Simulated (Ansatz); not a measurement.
```xyz
6

C    -0.0174    0.0168   -0.6425
O    -0.0400   -0.0384    0.7607
H    -0.0123   -1.0215   -1.0222
H    -0.8763    0.4428   -1.0348
H     0.9009    0.4674   -1.1247
H    -0.0135    0.8745    1.1048
```

Basis set: aug-cc-pVDZ (spherical functions). Left uncorrelated: 2 orbitals. Charge 0, multiplicity 1.

Computed with Ansatz (development build ahead of 0.2.0); each method stands on the lowest determinant of its kind that the runs found. Restricted open shells among the atoms or ions are ROHF, correlated in semicanonical orbitals with singles.

(1) Give the atomization energy at this shape (free ground-state atoms in the same class of orbitals less the molecule, no zero-point energy) of singlet CH4O by RHF-MP2, RHF.

Results:

(1)

```json
{"method": "RHF-MP2", "atomization energy": "2024.7 kJ/mol"}
{"method": "RHF", "atomization energy": "1533.8 kJ/mol"}
```
